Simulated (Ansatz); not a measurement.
Ansatz (a first-principles code) input file for Sb(Br)2(Me) (CH₃Br₂Sb), SMILES [CH3][Sb]([Br])[Br], PBE-D3(BJ)/def2-SVP. 

Ansatz 0.2 input:
```yaml
crystal:
  periodic: [false, false, false]
  atoms:
    - {symbol: Sb, position_ang: [0.45929446, -0.74220466, 0.00000000]}
    - {symbol: Br, position_ang: [-0.13416122, 0.77155565, 1.93916472]}
    - {symbol: Br, position_ang: [-0.13416122, 0.77155565, -1.93916473]}
    - {symbol: C, position_ang: [-1.45406965, -1.74017010, 0.00000001]}
    - {symbol: H, position_ang: [-1.52933367, -2.36589556, 0.90125584]}
    - {symbol: H, position_ang: [-2.24964670, -0.98364591, 0.00000001]}
    - {symbol: H, position_ang: [-1.52933367, -2.36589556, -0.90125583]}
basis:
  gaussian:
    orbitals: def2-SVP
hamiltonian:
  xc: pbe
  dispersion: d3bj
relax: {f_tol: 0.002, max_steps: 200}
```

Log of the run:

```
WARN ansatz: RAYON_NUM_THREADS=1 ignored (pool sized by the plan → 1); use --threads N
Functional definition: PBE
integrals: 0.07 GiB planned
1338 factors; their error is unknown
mean field: 0.35 GiB planned
mean field evaluation 1: about -147670.1065 eV, gradient 5.5e1 eV
mean field evaluation 2: about -147647.7145 eV, gradient 9.3e1 eV
mean field evaluation 4: about -147678.0772 eV, gradient 5.5e0 eV
mean field evaluation 8: about -147678.1831 eV, gradient 1.5e-1 eV
mean field evaluation 16: about -147678.0665 eV, gradient 1.0e-4 eV
mean field -147678.06650807 eV, -5427.0688443827 hartree, gradient 2.3e-5 eV, S^2 0.000000; 0 other end points of the search recorded, 0 dependent functions left out
the calculation of the forces begins
reference -147678.06654206 eV, -5427.0688456319 hartree; 51, 51 occupied and 68, 68 virtual orbitals, 1338 factors
relax step   1: F+E_penalty+E_count = -147678.29226899 eV  Δ(F+E_penalty+E_count) = +0.000e0 eV  max|allowed force component| = 4.090e-1 eV/Å  Δτ_max = 0.0000 Å  (29 SCF iters, accepted)
these checks for a lower state are left out or cut short: starts, cluster_reference, orbital_swaps, neighbouring_geometries, increment
integrals: 0.07 GiB planned
1338 factors; their error is unknown
mean field: 0.35 GiB planned
mean field -147678.08275135 eV, -5427.0694413123 hartree, gradient 7.0e-6 eV, S^2 0.000000; 0 other end points of the search recorded, 0 dependent functions left out
the calculation of the forces begins
reference -147678.08278568 eV, -5427.0694425739 hartree; 51, 51 occupied and 68, 68 virtual orbitals, 1338 factors
relax step   2: F+E_penalty+E_count = -147678.30350041 eV  Δ(F+E_penalty+E_count) = -1.123e-2 eV  max|allowed force component| = 1.657e-1 eV/Å  Δτ_max = 0.0654 Å  (29 SCF iters, accepted)
these checks for a lower state are left out or cut short: starts, cluster_reference, orbital_swaps, neighbouring_geometries, increment
integrals: 0.07 GiB planned
1338 factors; their error is unknown
mean field: 0.35 GiB planned
mean field evaluation 32: about -147678.0856 eV, gradient 5.0e-4 eV
mean field -147678.08561934 eV, -5427.0695467090 hartree, gradient 2.1e-5 eV, S^2 0.000000; 0 other end points of the search recorded, 0 dependent functions left out
the calculation of the forces begins
reference -147678.08565354 eV, -5427.0695479658 hartree; 51, 51 occupied and 68, 68 virtual orbitals, 1338 factors
relax step   3: F+E_penalty+E_count = -147678.30843403 eV  Δ(F+E_penalty+E_count) = -4.934e-3 eV  max|allowed force component| = 5.175e-2 eV/Å  Δτ_max = 0.0278 Å  (30 SCF iters, accepted)
these checks for a lower state are left out or cut short: starts, cluster_reference, orbital_swaps, neighbouring_geometries, increment
integrals: 0.07 GiB planned
1338 factors; their error is unknown
mean field: 0.35 GiB planned
mean field -147678.08499458 eV, -5427.0695237495 hartree, gradient 2.1e-5 eV, S^2 0.000000; 0 other end points of the search recorded, 0 dependent functions left out
the calculation of the forces begins
reference -147678.08502880 eV, -5427.0695250072 hartree; 51, 51 occupied and 68, 68 virtual orbitals, 1338 factors
relax step   4: F+E_penalty+E_count = -147678.30749961 eV  Δ(F+E_penalty+E_count) = +9.344e-4 eV  max|allowed force component| = 1.799e-1 eV/Å  Δτ_max = 0.0132 Å  (29 SCF iters, rejected (line search))
these checks for a lower state are left out or cut short: starts, cluster_reference, orbital_swaps, neighbouring_geometries, increment
integrals: 0.07 GiB planned
1338 factors; their error is unknown
mean field: 0.35 GiB planned
mean field -147678.08593616 eV, -5427.0695583520 hartree, gradient 2.1e-5 eV, S^2 0.000000; 0 other end points of the search recorded, 0 dependent functions left out
the calculation of the forces begins
reference -147678.08597036 eV, -5427.0695596089 hartree; 51, 51 occupied and 68, 68 virtual orbitals, 1338 factors
relax step   5: F+E_penalty+E_count = -147678.30873742 eV  Δ(F+E_penalty+E_count) = -3.034e-4 eV  max|allowed force component| = 6.223e-3 eV/Å  Δτ_max = 0.0053 Å  (31 SCF iters, accepted)
these checks for a lower state are left out or cut short: starts, cluster_reference, orbital_swaps, neighbouring_geometries, increment
integrals: 0.07 GiB planned
1338 factors; their error is unknown
mean field: 0.35 GiB planned
mean field -147678.08591795 eV, -5427.0695576828 hartree, gradient 1.1e-5 eV, S^2 0.000000; 0 other end points of the search recorded, 0 dependent functions left out
the calculation of the forces begins
reference -147678.08595215 eV, -5427.0695589397 hartree; 51, 51 occupied and 68, 68 virtual orbitals, 1338 factors
relax step   6: F+E_penalty+E_count = -147678.30874180 eV  Δ(F+E_penalty+E_count) = -4.381e-6 eV  max|allowed force component| = 1.259e-3 eV/Å  Δτ_max = 0.0010 Å  (22 SCF iters, accepted)
integrals: 0.07 GiB planned
1338 factors; their error is unknown
mean field: 0.35 GiB planned
mean field evaluation 64: about -147678.0919 eV, gradient 5.7e0 eV
mean field -147678.08591795 eV, -5427.0695576828 hartree, gradient 1.0e-5 eV, S^2 0.000000; 1 other end points of the search recorded, 0 dependent functions left out
the calculation of the forces begins
reference -147678.08595215 eV, -5427.0695589396 hartree; 51, 51 occupied and 68, 68 virtual orbitals, 1338 factors
Total energy: -147678.30877600 eV, -5427.0777475651 hartree
Atom 0 at     0.470508    -0.730885    -0.000000 Å, force     0.000512    -0.000263    -0.000000 eV/Å
Atom 1 at    -0.124221     0.783110     1.973555 Å, force    -0.000586    -0.000177     0.000439 eV/Å
Atom 2 at    -0.124221     0.783110    -1.973555 Å, force    -0.000586    -0.000177    -0.000439 eV/Å
Atom 3 at    -1.462454    -1.748582     0.000000 Å, force     0.000168    -0.001259     0.000000 eV/Å
Atom 4 at    -1.533858    -2.377527     0.908932 Å, force    -0.000203     0.000670     0.000115 eV/Å
Atom 5 at    -2.263308    -0.986400     0.000000 Å, force     0.000897     0.000536     0.000000 eV/Å
Atom 6 at    -1.533858    -2.377527    -0.908932 Å, force    -0.000203     0.000670    -0.000115 eV/Å
Dipole moment:     0.037503    -0.604591    -0.000000 e Å
```

Self-consistency was reached.
